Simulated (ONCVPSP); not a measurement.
**Ga (Z = 31) ONCV: all-electron and pseudo phase curves**

| Property | Result |
| --- | --- |
| Element | Ga (Z = 31) |
| Generator | ONCVPSP 4.0.1 |
| Type | optimised norm-conserving Vanderbilt (ONCV) |
| Functional | PBE |
| Relativity | scalar-relativistic |
| Frozen core | [Ar] |
| Valence charge | 13 |
| Reference configuration | 3d10 4s2 4p1 |
| Partial waves | 4s: rc 1.70 bohr, ncon 4, nbas 8, qcut 3.5 1/bohr, 2 projectors, debl 2 Ha; 4p: rc 2.85 bohr, ncon 4, nbas 8, qcut 2.9 1/bohr, 3 projectors, debl 2 Ha; 3d: rc 1.35 bohr, ncon 5, nbas 10, qcut 10.5 1/bohr, 1 projector |
| Local potential | polynomial inside 1.00 bohr (lpopt 4, dvloc0 0 Ha) |
| Core correction | none |

The phase is arctan(r·R′/R) of the radial function R(r), unwrapped; energies in Ha, scanned from -2 to 5 Ha. A pole is an energy at which the radial function vanishes at the test radius. The pseudo phase is shifted by a multiple of π to meet the all-electron one at the reference energy, and phase errors are pseudo minus all-electron; the curves can meet again beyond the range given. Levels narrower than the energy grid can be missing from the lists of poles.

```json
{"channel": "s", "radius (bohr)": "1.73", "reference energy (Ha)": "-0.33", "poles, all-electron": "2.63", "poles, pseudo": "2.65", "unbroken range about the reference energy with phases within 0.05 rad": "the whole range", "phase error 1 Ha above the reference energy (rad)": "-0.000"}
{"channel": "p", "radius (bohr)": "2.89", "reference energy (Ha)": "-0.09", "poles, all-electron": "0.49, 3.40", "poles, pseudo": "0.49, 3.40", "unbroken range about the reference energy with phases within 0.05 rad": "the whole range", "phase error 1 Ha above the reference energy (rad)": "-0.000"}
{"channel": "d", "radius (bohr)": "1.37", "reference energy (Ha)": "-0.70", "poles, all-electron": "-0.21", "poles, pseudo": "-0.19", "unbroken range about the reference energy with phases within 0.05 rad": "below 1.0", "phase error 1 Ha above the reference energy (rad)": "+0.019"}
```

Note: no bound ghost flagged; GHOST(+) flagged for s at 56.0 eV, p at 185.5 eV.

Phases in the s channel:

```json
{"E (Ha)": "-1.98", "all-electron": "1.006", "pseudo": "1.002"}
{"E (Ha)": "-1.80", "all-electron": "0.946", "pseudo": "0.942"}
{"E (Ha)": "-1.62", "all-electron": "0.870", "pseudo": "0.866"}
{"E (Ha)": "-1.44", "all-electron": "0.771", "pseudo": "0.768"}
{"E (Ha)": "-1.26", "all-electron": "0.643", "pseudo": "0.640"}
{"E (Ha)": "-1.08", "all-electron": "0.473", "pseudo": "0.471"}
{"E (Ha)": "-0.90", "all-electron": "0.254", "pseudo": "0.252"}
{"E (Ha)": "-0.72", "all-electron": "-0.011", "pseudo": "-0.011"}
{"E (Ha)": "-0.54", "all-electron": "-0.293", "pseudo": "-0.293"}
{"E (Ha)": "-0.36", "all-electron": "-0.552", "pseudo": "-0.552"}
{"E (Ha)": "-0.18", "all-electron": "-0.765", "pseudo": "-0.765"}
{"E (Ha)": "0.00", "all-electron": "-0.929", "pseudo": "-0.929"}
{"E (Ha)": "0.18", "all-electron": "-1.054", "pseudo": "-1.054"}
{"E (Ha)": "0.36", "all-electron": "-1.149", "pseudo": "-1.150"}
{"E (Ha)": "0.54", "all-electron": "-1.224", "pseudo": "-1.224"}
{"E (Ha)": "0.72", "all-electron": "-1.284", "pseudo": "-1.284"}
{"E (Ha)": "0.90", "all-electron": "-1.332", "pseudo": "-1.333"}
{"E (Ha)": "1.08", "all-electron": "-1.373", "pseudo": "-1.373"}
{"E (Ha)": "1.26", "all-electron": "-1.407", "pseudo": "-1.407"}
{"E (Ha)": "1.44", "all-electron": "-1.437", "pseudo": "-1.437"}
{"E (Ha)": "1.62", "all-electron": "-1.463", "pseudo": "-1.463"}
{"E (Ha)": "1.80", "all-electron": "-1.486", "pseudo": "-1.486"}
{"E (Ha)": "1.98", "all-electron": "-1.507", "pseudo": "-1.509"}
{"E (Ha)": "2.16", "all-electron": "-1.526", "pseudo": "-1.524"}
{"E (Ha)": "2.34", "all-electron": "-1.544", "pseudo": "-1.542"}
{"E (Ha)": "2.52", "all-electron": "-1.561", "pseudo": "-1.559"}
{"E (Ha)": "2.70", "all-electron": "-1.577", "pseudo": "-1.575"}
{"E (Ha)": "2.88", "all-electron": "-1.593", "pseudo": "-1.590"}
{"E (Ha)": "3.06", "all-electron": "-1.608", "pseudo": "-1.605"}
{"E (Ha)": "3.24", "all-electron": "-1.623", "pseudo": "-1.619"}
{"E (Ha)": "3.42", "all-electron": "-1.638", "pseudo": "-1.634"}
{"E (Ha)": "3.60", "all-electron": "-1.654", "pseudo": "-1.649"}
{"E (Ha)": "3.78", "all-electron": "-1.670", "pseudo": "-1.664"}
{"E (Ha)": "3.96", "all-electron": "-1.687", "pseudo": "-1.680"}
{"E (Ha)": "4.14", "all-electron": "-1.705", "pseudo": "-1.696"}
{"E (Ha)": "4.32", "all-electron": "-1.724", "pseudo": "-1.714"}
{"E (Ha)": "4.50", "all-electron": "-1.745", "pseudo": "-1.734"}
{"E (Ha)": "4.68", "all-electron": "-1.769", "pseudo": "-1.756"}
{"E (Ha)": "4.86", "all-electron": "-1.796", "pseudo": "-1.781"}
```
